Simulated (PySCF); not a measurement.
bromo(trichloro)methane (CBrCl3), SMILES C(Cl)(Br)(Cl)Cl. Atoms are numbered in the order given.

```xyz
5

Cl    -1.4442     0.8338     1.0001
C      0.0000     0.0000     0.4184
Cl     0.0000    -1.6676     1.0001
Cl     1.4442     0.8338     1.0001
Br     0.0000     0.0000    -1.5291
```

The structure is a stationary point at PBE0-D3(BJ)/def2-SVP.

Method: PBE0-D3(BJ)/def2-SVP (PySCF).

Frequencies are harmonic and unscaled.

Modes within 1.5 cm⁻¹ of each other (mostly degenerate sets) share a row, with their intensities summed.

Computed normal modes with their intensities:
| mode | ν (cm⁻¹) | IR (km/mol) | moving atoms (share of kinetic energy) |
|---|---|---|---|
| 1–2 | 192 | 0.0 | Cl 82 %, Br 17 % |
| 3 | 251 | 0.1 | Br 52 %, Cl 48 % |
| 4–5 | 300 | 0.0 | Cl 91 % |
| 6 | 436 | 0.8 | Cl 90 % |
| 7 | 733 | 178.6 | C 90 %, Cl 8 % |
| 8–9 | 794 | 319.5 | C 86 %, Cl 14 % |
